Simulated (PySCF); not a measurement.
Match the calculated data to a structure.

| technique | computed result |
| --- | --- |
| Dipole | 0.32 D [PBE0/pcSseg-1] |
| NMR, other nuclei | isotropic shieldings of nuclei other than C and H, by class: 340 (1 O), 352 (1 Si), 393 (1 Si), 464 (2 Si), 476 (2 Si) ppm [GIAO PBE0/pcSseg-1] |
| 1H NMR | chemical shifts (computed TMS as zero) by class: 6.25 (1 H), 4.99 (3 H), 3.74 (6 H), 3.61 (2 H), 3.27 (2 H) ppm [GIAO PBE0/pcSseg-1] |
| Rotational structure | rotational constants A, B, C: 1.330, 0.395, 0.321 GHz [GFN2-xTB] |

Electronic properties: PySCF, gas phase, density fitting. Levels stand in brackets. Isolated species at its GFN2-xTB geometry (one conformer only). GFN2-xTB frequencies show an imaginary mode (20i cm⁻¹), so this geometry is no minimum at that level. NMR classes are plain means over equivalent atoms (diastereotopic ones count apart unless rotation or inversion swaps them), as if these changed places fast.

Question: Which candidate is it?
A. `[SiH3]O[SiH]([SiH2][SiH3])[SiH2][SiH3]`
B. `O[SiH2][Si@]([SiH3])(O[SiH3])[SiH2][SiH3]`
C. `O[Si@@]([SiH3])(O[SiH3])[SiH2][SiH3]`
D. `O[Si@@]1([SiH3])O[SiH2][Si@@H]1[SiH3]`

Answer: A. It is `[SiH3]O[SiH]([SiH2][SiH3])[SiH2][SiH3]`. Numbering: `[SiH3:1][O:2][SiH:3]([SiH2:4][SiH3:5])[SiH2:6][SiH3:7]`. Its formula, H14OSi6, gives 0 degrees of unsaturation, so no ring and no π bond. Hydrogen classes from least to most shielded: 1 H on an oxygen-bound silicon, Si3 (6.25 ppm), 3 H on an oxygen-bound silicon, Si1 (4.99 ppm), 6 H on 2 SiH3 silicons, Si5/Si7 (3.74 ppm), 2 H on 2 SiH2 silicons, Si4/Si6 (3.61 ppm), 2 H on 2 SiH2 silicons, Si4/Si6 (3.27 ppm). The other shieldings belong to: 340 ppm, siloxane oxygen [O2]; 352 ppm, oxygen-bound silicon [Si3]; 393 ppm, oxygen-bound silicon [Si1]; 464 ppm, SiH3 silicon [Si5/Si7]; 476 ppm, SiH2 silicon [Si4/Si6]. The optimised geometry has point group C1 and is an asymmetric top.

The others, at the same levels:
- `O[SiH2][Si@]([SiH3])(O[SiH3])[SiH2][SiH3]` fails: its computed 1H shifts are 5.80 (1 H), 5.54 (1 H), 4.86 (3 H), 3.79 (1 H), 3.72 (3 H), 3.71 (3 H), 3.54 (1 H), -0.19 (1 H) ppm, rotational constant A is 0.635 GHz (against 1.330 GHz) and smallest rotational constant is 0.408 GHz (against 0.321 GHz).
- `O[Si@@]([SiH3])(O[SiH3])[SiH2][SiH3]` fails: it has 12 hydrogens where the 1H data count 14; its computed 1H shifts are 5.14 (3 H), 3.58 (3 H), 3.53 (3 H), 3.21 (1 H), 3.20 (1 H), 2.01 (1 H) ppm, rotational constant A is 1.123 GHz (against 1.330 GHz) and smallest rotational constant is 0.480 GHz (against 0.321 GHz).
- `O[Si@@]1([SiH3])O[SiH2][Si@@H]1[SiH3]` fails: it has 10 hydrogens where the 1H data count 14; its computed 1H shifts are 5.96 (1 H), 5.76 (1 H), 4.95 (1 H), 3.63 (3 H), 3.42 (3 H), 2.72 (1 H) ppm, rotational constant A is 1.185 GHz (against 1.330 GHz) and smallest rotational constant is 0.562 GHz (against 0.321 GHz).

Each candidate is one conformer, not necessarily the lowest. Dipoles, sizes and rotational constants follow the conformer. The torsions of the flexible species, by atom-mapped SMILES:
- `[SiH3:1][O:2][SiH:3]([SiH2:4][SiH3:5])[SiH2:6][SiH3:7]`: Si1–O2–Si3–Si4 -51°, O2–Si3–Si4–Si5 -54°, O2–Si3–Si6–Si7 33°
- `[OH:1][SiH2:2][Si@:3]([SiH3:4])([O:5][SiH3:6])[SiH2:7][SiH3:8]`: O1–Si2–Si3–Si4 -72°, Si2–Si3–O5–Si6 147°, Si2–Si3–Si7–Si8 78°, H–O1–Si2–Si3 70°
- `[OH:1][Si@@:2]([SiH3:3])([O:4][SiH3:5])[SiH2:6][SiH3:7]`: O1–Si2–O4–Si5 -108°, O1–Si2–Si6–Si7 -67°, H–O1–Si2–Si3 -155°
- `[OH:1][Si@@:2]1([SiH3:3])[O:4][SiH2:5][Si@@H:6]1[SiH3:7]`: H–O1–Si2–Si3 -149°
